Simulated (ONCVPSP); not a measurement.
Scattering properties, ONCV potential for copper

ONCVPSP 4.0.1 input, shortened (lines: element, Z, core and valence counts, functional; n l f; lmax; l rc ep ncon nbas qcut; lloc lpopt rc5 dvloc0; l nproj debl; icmod fcfact rcfact), LDA (Perdew-Wang 92), fully relativistic:

```
  Cu 29.00    5    3  -001012      upf
    1    0    2.00
    2    0    2.00
    2    1    6.00
    3    0    2.00
    3    1    6.00
    3    2   10.00
    4    0    0.75
    4    1    0.25
    2
    0    1.94    0.00    4    7    2.30
    1    2.52    0.00    3    6    3.10
    2    0.92    0.00    4    8   14.50
    4    4    0.88   -1.00
    0    2    1.40
    1    2    2.50
    2    2    1.50
    1    0.75    0.00
```

Open shells are filled in proportion to 2j + 1.

The phase is arctan(r·R′/R) of the radial function R(r), unwrapped; energies in Ha, scanned from -2 to 5 Ha. A pole is an energy at which the radial function vanishes at the test radius. The pseudo phase is shifted by a multiple of π to meet the all-electron one at the reference energy, and phase errors are pseudo minus all-electron; the curves can meet again beyond the range given. Levels narrower than the energy grid can be missing from the lists of poles.

Task: For each channel, where are the poles, and over which energies does the pseudopotential scatter like the atom?

Result:

```tsv
channel	radius (bohr)	reference energy (Ha)	poles, all-electron	poles, pseudo	unbroken range about the reference energy with phases within 0.05 rad	phase error 1 Ha above the reference energy (rad)
s	1.97	-0.19	2.04	-0.48, 2.04	-0.5 to 4.1	+0.000
p3/2	2.57	-0.04	1.16	1.14, 3.09	below 2.7	-0.003
p1/2	2.57	-0.04	1.12	1.11, 3.16	below 2.7	-0.002
d5/2	0.93	-0.21	2.63	2.63	the whole range	-0.000
d3/2	0.93	-0.22	2.60	2.60	the whole range	-0.000
```

Note: ghosts flagged at negative energy: s at -12.9 eV; GHOST(+) flagged for p3/2 at 84.2 eV, p1/2 at 86.1 eV. A true bound ghost makes a file unfit for plane-wave use.

Phases in the d3/2 channel:

| E (Ha) | all-electron | pseudo |
| --- | --- | --- |
| -1.98 | 0.084 | 0.084 |
| -1.62 | -0.177 | -0.177 |
| -1.26 | -0.446 | -0.446 |
| -0.90 | -0.689 | -0.689 |
| -0.54 | -0.888 | -0.888 |
| -0.18 | -1.045 | -1.045 |
| 0.18 | -1.167 | -1.167 |
| 0.54 | -1.263 | -1.263 |
| 0.90 | -1.340 | -1.340 |
| 1.26 | -1.403 | -1.403 |
| 1.62 | -1.457 | -1.457 |
| 1.98 | -1.503 | -1.503 |
| 2.34 | -1.544 | -1.544 |
| 2.70 | -1.581 | -1.581 |
| 3.06 | -1.615 | -1.615 |
| 3.42 | -1.648 | -1.648 |
| 3.78 | -1.679 | -1.679 |
| 4.14 | -1.710 | -1.710 |
| 4.50 | -1.742 | -1.742 |
| 4.86 | -1.774 | -1.774 |
